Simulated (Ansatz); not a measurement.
```yaml
crystal:
  periodic: [false, false, false]
  atoms:
    - {symbol: B, position_ang: [-1.223093, -1.225972, 0.940770]}
    - {symbol: B, position_ang: [1.471266, -1.465450, -1.368705]}
    - {symbol: B, position_ang: [-1.468890, 1.463857, -1.371961]}
    - {symbol: B, position_ang: [1.221679, 1.226856, 0.941474]}
    - {symbol: As, position_ang: [-2.379721, 0.019433, -0.232005]}
    - {symbol: As, position_ang: [0.026523, -2.379033, -0.231216]}
    - {symbol: As, position_ang: [-0.001072, 0.000485, 2.061793]}
    - {symbol: As, position_ang: [2.379804, -0.018935, -0.229491]}
    - {symbol: As, position_ang: [-0.026878, 2.379070, -0.232392]}
    - {symbol: H, position_ang: [-1.914494, -1.919495, 1.648482]}
    - {symbol: H, position_ang: [0.881235, -0.876404, -2.249205]}
    - {symbol: H, position_ang: [2.288444, -2.280111, -1.728602]}
    - {symbol: H, position_ang: [-2.285194, 2.277880, -1.735256]}
    - {symbol: H, position_ang: [-0.876732, 0.873177, -2.249963]}
    - {symbol: H, position_ang: [1.912267, 1.920790, 1.649579]}
    - {symbol: H, position_ang: [-3.236621, -0.851512, -1.108772]}
    - {symbol: H, position_ang: [-3.425849, 0.583892, 0.693731]}
    - {symbol: H, position_ang: [-0.841489, -3.236877, -1.109979]}
    - {symbol: H, position_ang: [0.591391, -3.424853, 0.694579]}
    - {symbol: H, position_ang: [0.820468, -0.818586, 3.021926]}
    - {symbol: H, position_ang: [-0.823008, 0.819390, 3.021718]}
    - {symbol: H, position_ang: [3.425905, -0.581419, 0.697455]}
    - {symbol: H, position_ang: [3.236469, 0.851786, -1.106716]}
    - {symbol: H, position_ang: [-0.594258, 3.424392, 0.692453]}
    - {symbol: H, position_ang: [0.841857, 3.237651, -1.109714]}
basis:
  gaussian: {orbitals: def2-TZVP}
total_charge: 1
magnetization: {spin_polarized: true, initial_magnetization: 2}
hamiltonian: {xc: pbe0, dispersion: d4}
scf: {omitted_lower_state_checks: [starts]}
output: {orbitals: {seedname: orbitals}}
```

```sh
$ ansatz run in.yaml --threads 4 --pin off --events-out ev --progress --plain --max-ram 6963MiB
```

(1) Does this run fit into the memory that it is given?

## Answers

(1) No. It has 460 basis functions, and Ansatz plans for 9 GiB where 7 GiB are given.
